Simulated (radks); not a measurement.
Numerical settings for the samarium ion Sm43+, [Ar] 3d1. Method: scalar-relativistic Kohn-Sham, PBE, spin-polarised, spherical densities, finite nucleus; open shells are filled with parallel spins first (spin-orbit coupling, left out, can overturn this in heavy ions); Fermi nuclear charge, rms radius 5.0819 fm; computed with a radial shooting solver on a logarithmic mesh with Libxc functionals. The defaults (mesh step 0.008 in ln r, mesh end at 40 bohr or more with all orbitals vanishing there, Anderson mixing 0.5 over 9 steps, residual threshold near 1e-9 with the energy settled to 1e-9 hartree or 1e-11 of itself, here a cap of 79 iterations) give E = -8841.6949 hartree and 3d at -3292.2 eV in 13 iterations. Run on one thread of a shared host, so times are rough (Arm Neoverse N1): 0.15 s of CPU time, 0.15 s wall, 13 iterations on 2189 mesh points. Changes against that run (0 stands for a change within the tolerance of the run):

setting                     iterations  converged  E (mhartree)  e(3d) (meV)  CPU (s)
mesh step in ln r 0.2               79         no      diverged            -     0.28
mesh step in ln r 0.005             13        yes             0            0     0.24
mesh step in ln r 0.012             13        yes             0            0     0.11
mesh end (bohr) 20                  13        yes             0            0     0.15
mesh end (bohr) 2                   13        yes             0            0     0.14
residual threshold 0.1               9        yes             0      -0.0315     0.12
residual threshold 1e-05             9        yes             0      -0.0315     0.12
mixing 0.05                         20        yes             0            0     0.21
linear mixing, mixing 0.05          79         no         -34.9     -1.4e+04     0.88
linear mixing, mixing 0.5           32        yes             0            0     0.32
mixing history 3                    18        yes             0            0     0.18
iteration cap 5                      5         no        +0.102        +72.6     0.07

No run marked as converged misses the energy by more than 1 mhartree. A mesh that ends early acts as a hard wall.
